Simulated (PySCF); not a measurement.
The numbers are results of CAM-B3LYP-D3(BJ)/def2-TZVP (PySCF 2.14.0), not measurements. Gas-phase values, no solvent. One relaxed conformer stands for a flexible species; it need not be the lowest. Excitations are Tamm–Dancoff values on a coarser integration grid. The basis has no diffuse functions, so Rydberg states are missing or too high.

Reference species (SMILES): `BN=B` (neutral, multiplicity 1).

The T1 excitation (TDA) comes out as 4.15 eV, the LUMO is -0.50 eV and the S1 oscillator strength comes out as 0.000.

Changed species: `BB=N`.

Problem. What does the change do to the T1 excitation (TDA), LUMO and S1 oscillator strength?

Solution. the T1 excitation (TDA) falls by 0.08 eV, to 4.07 eV; the LUMO decreases by 1.11 eV, to -1.61 eV; the S1 oscillator strength is nearly the same.
